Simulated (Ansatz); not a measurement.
Relaxation of CH$_{6}$F$_{2}$OSi$_{2}$ (12 atoms, charge 0, multiplicity 1), to a largest force component of 0.015 eV/Å in at most 40 steps.

These are results of RKS PBE-D4/def2-SVP (Ansatz 0.2.0), not measurements.

```xyz
12
Properties=species:S:1:pos:R:3:forces:R:3
F -0.970 -2.842 1.453 -0.45 0.68 -0.72
C -1.183 -1.879 0.453 2.14 -1.26 1.22
O -0.319 -0.821 0.734 0.52 -0.17 0.07
Si -0.261 0.513 -0.255 -2.27 0.42 0.48
F -0.670 -0.040 -1.745 0.19 0.08 -0.33
Si 1.660 1.683 -0.222 1.24 0.05 0.66
H -2.199 -1.548 0.477 -1.64 0.29 0.07
H -0.900 -2.346 -0.503 -0.18 -0.16 -0.37
H -1.461 1.383 0.221 0.54 -0.20 -0.41
H 1.604 2.849 -1.103 -0.18 0.54 -0.51
H 2.790 0.813 -0.639 0.27 -0.21 -0.17
H 1.986 2.180 1.164 -0.17 -0.06 0.01
```

Problem. Where does it end, and by what steps?

Solution. It converged. After 22 steps the energy has fallen by 0.409 eV; F1 moved furthest, 1.28 Å.

| step | energy less start (eV) | largest force component (eV/Å) | accepted |
| --- | --- | --- | --- |
| 0 | 0.0000 | 2.269 | yes |
| 1 | -0.2354 | 0.704 | yes |
| 2 | -0.2858 | 0.338 | yes |
| 3 | -0.3085 | 0.367 | yes |
| 4 | -0.3259 | 0.159 | yes |
| 5 | -0.3285 | 0.545 | yes |
| 6 | -0.3396 | 0.327 | yes |
| 7 | -0.3659 | 0.142 | yes |
| 8 | -0.3797 | 0.129 | yes |
| 9 | -0.3772 | 0.590 | no |
| 10 | -0.3865 | 0.070 | yes |
| 11 | -0.3917 | 0.188 | yes |
| 12 | -0.3937 | 0.419 | yes |
| 13 | -0.3964 | 0.332 | yes |
| 14 | -0.4042 | 0.129 | yes |
| 15 | -0.4060 | 0.084 | yes |
| 16 | -0.4072 | 0.067 | yes |
| 17 | -0.4077 | 0.033 | yes |
| 18 | -0.4081 | 0.034 | yes |
| 19 | -0.4084 | 0.016 | yes |
| 20 | -0.4084 | 0.017 | yes |
| 21 | -0.4085 | 0.017 | yes |
| 22 | -0.4085 | 0.008 | yes |

```xyz
12
Properties=species:S:1:pos:R:3
F -1.096 -1.630 1.845
C -1.093 -1.895 0.491
O -0.165 -1.091 -0.158
Si -0.386 0.547 -0.503
F -0.783 0.684 -2.090
Si 1.686 1.576 -0.135
H -2.131 -1.730 0.113
H -0.791 -2.956 0.341
H -1.561 1.064 0.282
H 1.635 3.024 -0.540
H 2.739 0.867 -0.940
H 2.022 1.483 1.328
```

Time of the run: 63 s on 2 threads of Arm Neoverse V1, with other jobs on the host, peak memory 0.16 GiB.
